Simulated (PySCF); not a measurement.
# What a mistake does to a calculation on AlB3H6

These are calculations, not measurements. The program is PySCF 2.14.0, an open-source quantum chemistry code, run on an isolated molecule that a program drew, which may never have been made. The molecule is AlB3H6 (charge 0, singlet), drawn as the SMILES string `B[BH][AlH][BH2]`.

Each row is a Hartree-Fock (HF) and frozen-core CCSD(T) single point in the cc-pV(D+d)Z basis, meant for a local HF minimum. Run 1 is clean. Each other run has one planted mistake out of seven kinds, and not every kind appears here: one electron removed, one electron added, multiplicity raised by two, geometry at a saddle point, minimal basis STO-3G, one bond length entered in bohr, all coordinates scaled. The reference is restricted for singlets and unrestricted otherwise, and also for a bond in bohr. Adding or removing an electron swaps singlet and doublet. Electrons count all cores. HOMO and LUMO are orbital energies over both spins, the gradient is its largest component, and the lowest frequency (negative if imaginary) is given only where the gradient is small. Bond lengths are over the 9 bonds as drawn. T1 is the CCSD diagnostic: over 0.02 (restricted) or 0.045 (unrestricted) a single reference is doubtful.

Geometry of the clean run:
```xyz
10
AlB3H6, angstrom
B    -0.8870   -0.2074    1.4042
B     0.6419    0.0695    0.8199
Al    1.1094    1.2943   -0.8950
B     1.2185    0.5258   -2.9023
H    -1.3964    0.5222    2.2165
H    -1.5585   -1.1229    0.9992
H     1.5883   -0.4386    1.3749
H     1.4140    2.8384   -0.6448
H     0.2693    0.5159   -3.6453
H     2.2306    0.0712   -3.3730
```

| run | electrons | basis functions | <S^2> | HOMO (eV) | LUMO (eV) | gradient (hartree/bohr) | lowest frequency (cm^-1) | mean bond (Å) | longest bond (Å) | T1 | HF (hartree) | CCSD(T) (hartree) | mistake |
|---|---|---|---|---|---|---|---|---|---|---|---|---|---|
| 1 | 34 | 95 | 0.000 | -9.45 | 1.10 | 2.6e-05 | 71 | 1.5105 | 2.159 | 0.0155 | -319.35969 | -319.73874 | no fault |
| 2 | 34 | 95 | 0.675 | -8.97 | 0.77 | 1.9e-02 | - | 1.6296 | 2.278 | 0.0631 | -319.24646 | -319.62444 | one bond length entered in bohr |
| 3 | 34 | 95 | 2.039 | -7.40 | -0.73 | 4.2e-02 | - | 1.5105 | 2.159 | 0.0243 | -319.27456 | -319.64333 | multiplicity raised by two |
| 4 | 34 | 30 | 0.000 | -7.09 | 6.76 | 4.5e-02 | - | 1.5105 | 2.159 | 0.0114 | -315.51690 | -315.69707 | ? |
| 5 | 35 | 95 | 0.775 | -0.61 | 5.43 | 3.0e-02 | - | 1.5105 | 2.159 | 0.0432 | -319.34579 | -319.75396 | ? |

**Which mistake was planted in run 4, and what did it cost?**

It has 30 basis functions where the clean run has 95, with the same electrons and geometry. So the mistake is: minimal basis STO-3G. Subtracting run 1 and multiplying by 627.51 kcal/mol a hartree, the energy moved by 2411.4 kcal/mol in HF and 2536.2 kcal/mol in CCSD(T).

**Which mistake was planted in run 5, and what did it cost?**

It counts 35 electrons, one more than the clean run, at the same geometry and basis. So the mistake is: one electron added. Subtracting run 1 and multiplying by 627.51 kcal/mol a hartree, the energy moved by 8.7 kcal/mol in HF and -9.6 kcal/mol in CCSD(T).

Cautions from the logs. Run 2: T1 is over the limit, so its CCSD(T) energy is less reliable.
